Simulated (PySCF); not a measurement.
The dipole of [(OH)2Al]2O, Al2H4O5 from its density and from atomic charges.

Coordinates (PBE0-D3(BJ)/def2-SVP, Å) and charges (e) from the PBE0/pcSseg-1 (pcSseg-2 on Al) density (PySCF):

```
atom       x       y       z  Mulliken      IAO  Hirshfeld  ESP-fitted
 Al1   0.414   1.313   0.740   +1.0694  +1.4048    +0.7001     +1.4708
  O2   1.283   1.468   2.189   -0.5955  -0.8302    -0.4021     -0.9522
  O3  -0.092   2.724  -0.050   -0.5984  -0.8287    -0.3987     -0.8742
  O4   0.036  -0.182   0.060   -0.7726  -0.9530    -0.4699     -1.0908
 Al5  -0.477  -1.497  -0.871   +1.0791  +1.4072    +0.7057     +1.4644
  O6  -1.794  -2.464  -0.420   -0.5937  -0.8218    -0.3958     -0.8696
  O7   0.310  -1.970  -2.296   -0.5936  -0.8216    -0.3956     -0.8682
  H8   1.609   0.736   2.714   +0.2498  +0.3622    +0.1640     +0.4556
  H9   0.087   3.602   0.288   +0.2552  +0.3627    +0.1654     +0.4251
 H10  -2.332  -2.313   0.357   +0.2500  +0.3591    +0.1634     +0.4192
 H11   1.052  -1.504  -2.680   +0.2504  +0.3594    +0.1638     +0.4197
```

Q: Form Σ q r in debye for every column and set it beside the full dipole.

A: The full density gives (1.22, 1.34, 2.18) D, 2.83 D in size; dipole vectors point from the negative to the positive end.

```tsv
scheme	μx	μy	μz	size (D)	share of the full size (%)	angle to the full dipole (°)
Mulliken	0.85	0.98	1.50	1.99	70	2
IAO	1.26	1.34	2.23	2.89	102	0
Hirshfeld	0.55	0.57	0.97	1.25	44	1
ESP-fitted	1.23	1.33	2.16	2.81	99	0
```

Q: Which set comes closest?

A: Length of the difference vector: ESP-fitted 0.02 D, IAO 0.06 D, Mulliken 0.85 D, Hirshfeld 1.58 D. Closest: ESP-fitted. ESP charges are fitted to the potential around the molecule, whose slowest-falling term is the dipole's. 

Q: What is left for the Hirshfeld atoms' own dipoles?

A: The shares of the density sum to the whole, so what Σ q r misses lies in dipoles about the nuclei. The atomic dipoles sum to (1.22, 1.34, 2.18) − (0.55, 0.57, 0.97) = (0.67, 0.77, 1.21) D, 1.58 D in size.

Q: With the origin at the mean of the coordinates, (0.009, -0.008, 0.003) Å, which are the largest single terms, by size, of the IAO dipole along the direction of the full one?

A: O2 -11.67, Al5 -10.71, O7 +10.11, Al1 +9.21, O6 +8.93 D; all 11 atoms together +2.89 D. The single terms depend on the origin, their sum doesn't.

Q: Give the size of the full dipole in other units.

A: 2.83 D = 1.115 au = 0.590 e·Å = 9.45 × 10⁻³⁰ C·m.

One conformer (not necessarily the lowest) at the PBE0-D3(BJ)/def2-SVP geometry, without solvent, vibrations or thermal averaging.
